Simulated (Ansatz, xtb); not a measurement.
**Relative energy of two structures of H2LiNOS2**

Structure I is a singlet given by its coordinates and structure II is a singlet given by its coordinates. Both are isolated molecules in the gas phase, relaxed with r2SCAN-D4/def2-SVP.

I (Å):

```xyz
7

Li   -1.5782    2.1870   -0.1885
N    -2.1855   -1.2720   -1.2606
O    -2.2947    0.6832    0.5142
S    -0.1793    0.7966   -1.4304
S    -1.3104   -0.3391   -0.1350
H    -2.5863   -0.6677   -1.9852
H    -2.9244   -1.7834   -0.7695
```

Close contacts (Å): Li1–O3 1.81, Li1–S4 2.33, Li1–S5 2.54, N2–S5 1.70, O3–S5 1.56, S4–S5 2.06, N2–H6 1.03, N2–H7 1.02.

II (Å):

```yaml
atoms:
  - { symbol: Li, position_ang: [0.8130, -0.3659, 0.8263] }
  - { symbol: N, position_ang: [-0.6409, -1.2883, 2.0734] }
  - { symbol: O, position_ang: [-0.8118, 0.6464, 0.5279] }
  - { symbol: S, position_ang: [-1.4636, -0.7457, 0.5187] }
  - { symbol: S, position_ang: [-0.3990, -1.9500, -0.7003] }
  - { symbol: H, position_ang: [-0.7562, -2.3032, 2.1655] }
  - { symbol: H, position_ang: [-1.1311, -0.8405, 2.8584] }
```

Close contacts (Å): Li1–N2 2.13, Li1–O3 1.94, Li1–S4 2.33, Li1–S5 2.51, N2–S4 1.84, O3–S4 1.54, S4–S5 2.02, N2–H6 1.03, N2–H7 1.03.

Task: Estimate E(II) − E(I) at the level CCSD(T)/def2-TZVP.

Result: Calculated at CCSD(T)/def2-TZVP: E(II) − E(I) = +1.48 kcal/mol, so structure I lies lower.

Level by level:

```tsv
level	geometry	E(II) − E(I) (kcal/mol)	departure from the last row (kcal/mol)	job, with rough time for the two
r2SCAN-D4/def2-SVP	r2SCAN-D4/def2-SVP	+0.25	−1.24	optimisation, 60 s
HF/def2-TZVP	r2SCAN-D4/def2-SVP	+7.80	+6.32	part of the CCSD(T) run
MP2/def2-TZVP	r2SCAN-D4/def2-SVP	+1.11	−0.38	part of the CCSD(T) run
CCSD(T)/def2-TZVP	r2SCAN-D4/def2-SVP	+1.48		single point, 82 s
```

r2SCAN-D4/def2-SVP finds them nearly level. The largest departure from CCSD(T)/def2-TZVP is that of HF/def2-TZVP, 6.32 kcal/mol. Levels run at GFN2-xTB geometries aren't shown.

With harmonic frequencies from r2SCAN-D4/def2-SVP (ideal gas, rigid rotor, one conformer each, 400 K, 1 atm): the zero-point term adds +0.11 kcal/mol; ΔH is +1.50 and ΔG +1.83 kcal/mol.

The correlated steps freeze 12 core orbitals; the last core shell of Li is correlated, in a basis made for valence electrons. Programs: Ansatz 0.2.0; the last row on 2 threads of Arm Neoverse V1 on a shared host.
